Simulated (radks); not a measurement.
Values are calculated unless marked as measured or tabulated.
All-electron atom: Mg in [Ne] 3s1 5s1 (not the ground configuration).

Code: a radial shooting solver on a logarithmic mesh with Libxc functionals. Model: Dirac Kohn-Sham, PBE, spin-unpolarised, spherical densities, finite nucleus; Fermi nuclear charge, rms radius 3.057 fm.

Energy parts (Ry):
part                      energy
total                 -400.07366
kinetic                400.68205
electron-nucleus      -954.48338
Hartree                186.09971
exchange-correlation   -32.37203

Orbitals (lengths in bohr, moments of r in powers of bohr; <r^-3> diverges for s and p1/2; r(90%) holds 90 % of the orbital's charge):
orbital  occ.  eigenvalue (Ry)    <1/r>  <r^-3>  r(90%)  small-component weight
1s1/2       2        -93.10039    11.63       -   0.234                1.79e-03
2s1/2       2         -6.38085    2.103       -    1.11                2.31e-04
2p1/2       2         -3.95203    1.964       -    1.17                2.09e-04
2p3/2       4         -3.93079    1.956   25.48    1.18                2.08e-04
3s1/2       1         -0.69011   0.4743       -    4.27                2.32e-05
5s1/2       1         -0.06061  0.08246       -    22.4                1.90e-06

The highest occupied level is 5s1/2 at -0.825 eV. The density falls to 0.001 e/bohr^3 at r = 3.83 bohr. Summed over all electrons, <r^2> = 308.8 bohr^2, which gives a Langevin (diamagnetic) susceptibility term of -245 x 10^-6 cm^3/mol. The electron density at the nucleus is 1160 e/bohr^3.
